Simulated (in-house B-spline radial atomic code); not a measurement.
# Binding energies in the rubidium ion Rb⁶⁺

NIST's tabulated ground configuration is [Ar] 3d10 4s2 4p1; each binding energy is the energy of the ion with one electron taken from that subshell, relaxed, less that of the parent. Computed with a B-spline radial code for spherical atoms: Dirac-Hartree-Fock, average of configuration, Fermi nucleus of rms radius 4.2036 fm. Energies include first-order Breit, QED and recoil terms.

```tsv
subshell	X-ray name	binding energy (eV)	-ε (eV)	relaxation (eV)
1s	K	15304.1	15389.1	49.0
2s	L1	2173.9	2199.8	22.6
3s	M1	425.3	430.6	4.9
3d3/2	M4	210.7	216.0	5.3
3d5/2	M5	209.2	214.4	5.3
4s	N1	115	115.4	0.3
4p	N2,3	97.26	97.52	0.22
```

Relaxation = -ε minus the binding energy without Breit, QED and recoil terms.

Question: What does it cost to remove both a 1s and a 4p electron?

Answer: 15424 eV, which is 22.27 eV more than the two single binding energies together.

Question: What does it cost to remove two 3d3/2 electrons?

Answer: 458.55 eV, which is 37.24 eV more than the two single binding energies together.
